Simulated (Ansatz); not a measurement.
`[O]=[Nb]([OH])([F])[F]` + CH₄ → `[CH3][Nb](=[O])([OH])[F]` + H–F at 400 K and 1 bar (formal exchange of groups at the Nb–F bond).

Program: Ansatz. Geometries: PBE0-D4/def2-TZVP. ΔE: electronic, gas phase. CCSD(T)/CBS is the MP2 limit (def2-TZVPP, def2-QZVPP) plus CCSD(T) − MP2 in def2-TZVPP, frozen cores. This one scheme is used for every species. def2 core potentials past Kr. For Nb outer-core shells are correlated without core-valence functions, which leaves a few kJ/mol of doubt a bond. One conformer a species, not always the lowest.

| species | CCSD(T)/CBS energy (Eh) | H − E (kJ/mol) | S (J/(mol·K)) |
| --- | --- | --- | --- |
| `[O]=[Nb]([OH])([F])[F]` | -407.69372 | 84.1 | 365.0 |
| CH₄ | -40.46206 | 131.3 | 197.2 |
| `[CH3][Nb](=[O])([OH])[F]` | -347.69388 | 175.6 | 395.6 |
| H–F | -100.39570 | 36.5 | 182.2 |

H − E and S are ideal-gas, rigid-rotor, harmonic terms from PBE0-D4/def2-TZVP, for one conformer and one mirror image of each species. 1 Eh = 2625.50 kJ/mol, R = 8.31446 J/(mol·K).

Task: By hand: ΔE, ΔH, ΔS and ΔG.

Result: ΔE = (-347.69388) + (-100.39570) − (-407.69372) − (-40.46206) = 0.06620 Eh = 173.8 kJ/mol. Δ(H − E) = 175.6 + 36.5 − 84.1 − 131.3 = -3.3, so ΔH = 170.5 kJ/mol. ΔS = 395.6 + 182.2 − 365.0 − 197.2 = 15.6 J/(mol·K). ΔG = 170.5 − 400 × (15.6)/1000 = 164.3 kJ/mol.

Task: By hand: the equilibrium constant, and the temperature at which ΔG would vanish if ΔH and ΔS stayed fixed.

Result: log₁₀ K = −ΔG/(RT ln 10) = -21.5. ΔG = 0 at ΔH/ΔS = 10929 K, far beyond where these terms or the molecules hold.

ΔH outweighs TΔS. A doubt of 5 kJ/mol in ΔE shifts log₁₀ K by 0.7 here. Other conformers and mirror images would add mixing entropy, several J/(mol·K) or more a flexible species. These are equilibria of isolated gas molecules and say nothing of rates. Largest T1 diagnostic: 0.022 (customary marks: 0.02 for closed shells, 0.045 for open ones).
